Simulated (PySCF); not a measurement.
Here is a job for PySCF.
```python
from pyscf import gto, scf, dft

mol = gto.M(
    atom='''
Te   -0.00572274    0.01236630    0.26693104
Cl    1.11337271   -1.43495632   -1.08899499
Cl    1.85279584    1.50725672    0.73992591
Cl   -1.06293622    1.32596783   -1.26356022
Cl   -1.88572747   -1.43609457    0.79613434
''',
    basis='def2-sv(p)',
    ecp={'Te': 'def2-sv(p)'},
    charge=1,
    spin=1,
    verbose=4,
)

mf = dft.UKS(mol)
mf.xc = 'mn12l'
mf = mf.density_fit(auxbasis='def2-universal-jkfit')
mf.kernel()
```

**Question.** What does this run give for the number of basis functions, total energy, HOMO energy?

**Answer.** 
| Item | Value |
|---|---|
| number of basis functions | 98 |
| total energy | -2105.1612 Eh |
| HOMO energy | -13.45 eV |

These values belong to the state on which the SCF converged, which isn't shown to be the lowest.
